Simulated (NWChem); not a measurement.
System: GaHOBrF; SMILES [F][Ga]([Br])[OH]

The following NWChem deck was run.

```
start job
memory heap 200 mb stack 900 mb global 1100 mb
geometry units angstroms noautoz
  Ga     0.038617    -0.731480     0.000000
  F     -1.436142    -1.665477     0.000000
  Br    -0.068479     1.515126     0.000000
  O      1.573228    -1.600747     0.000000
  H      1.463615    -2.559066     0.000000
end
basis spherical
  Ga library def2-svp
  F library def2-svp
  Br library def2-svp
  O library def2-svp
  H library def2-svp
end
dft
  xc xpbe96 cpbe96
  iterations 150
  mulliken
end
task dft energy
```

Geometry: optimised at PBE0/def2-SVP.

Question: Predict the main results of this run. (PBE/def2-SVP.) Quantities: energy (Ha); highest occupied level (eV); orbital gap (eV); dipole (D).

Answer: 
- energy (Ha): -4673.26
- highest occupied level (eV): -7.50
- orbital gap (eV): 5.01
- dipole (D): 1.14
